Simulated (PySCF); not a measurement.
SrCa: from constants to spectrum

RHF-CCSD(T) constants of SrCa, ¹Σ⁺ (singlet), closed shell (basis Sr def2-SVPD with ECP28, Ca def2-SVPD; scalar-relativistic core potentials; PySCF 2.14; masses 87.9056 and 39.9626 u):

* ωe: 39.6 cm⁻¹
* ωexe: 0.571 cm⁻¹
* Be: 0.027661 cm⁻¹
* αe: 0.000452 cm⁻¹
* D (centrifugal): 5.4e-08 cm⁻¹
* De to Sr + Ca: 0.127 eV

Question: Give the band origin of the fundamental and the first lines of its P and R branches.

Answer: ν0 = ωe − 2ωexe = 38.5 cm⁻¹, B0 = 0.027435, B1 = 0.026983 cm⁻¹.

```
J″  P(J″) − ν0  R(J″) − ν0
 0                   0.054
 1      -0.055       0.107
 2      -0.111       0.159
 3      -0.167       0.210
 4      -0.225       0.261
 5      -0.283       0.310
 6      -0.343       0.359
```

Question: Near which J would the R branch turn back, without centrifugal distortion?

Answer: At J ≈ (B0 + B1)/(2(B0 − B1)) − 1 ≈ 59.

Correlated steps freeze 5 core orbitals. The bond is weak. Basis-set superposition, not corrected here, can be much of De in a small basis, most of all at correlated wavefunction levels.
